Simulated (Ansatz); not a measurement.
Species: C₃H₃F₄, charge 0, multiplicity 2. It need not be the lowest isomer of its formula. 
Coordinates optimised at B3LYP-D3(BJ)/def2-TZVP (Ansatz, an electronic-structure program):
SMILES: F[CH]CC(F)(F)F
```xyz
10

F      2.5970    -0.6610     0.9153
C      1.5671     0.0745     0.4582
C      0.4215    -0.7184    -0.0487
C     -0.8179     0.1245    -0.2545
F     -1.8181    -0.6127    -0.7743
F     -1.2680     0.6589     0.8948
F     -0.5889     1.1467    -1.1075
H      1.8590     1.0404     0.0686
H      0.6466    -1.1980    -1.0115
H      0.1727    -1.5132     0.6578
```
Charge 0, spin multiplicity 2.

Computed values are from Ansatz. Cores are frozen in the correlated levels unless marked. Open shells are spin-unrestricted. Spin-orbit coupling is left out. No relativistic terms. CBS marks a two-point X^-3 extrapolation of the correlation energy; Hartree-Fock from the larger set.

The atomisation energy De is 951.1 kcal/mol at CCSD(T)/CBS(cc-pVTZ,cc-pVQZ), the total energy is -515.0483 Eh at CCSD(T)/CBS(cc-pVTZ,cc-pVQZ) and the dipole moment comes out as 1.14 D at CCSD(T)/aug-cc-pVDZ. The T1 diagnostic is 0.013 at CCSD/cc-pVQZ.
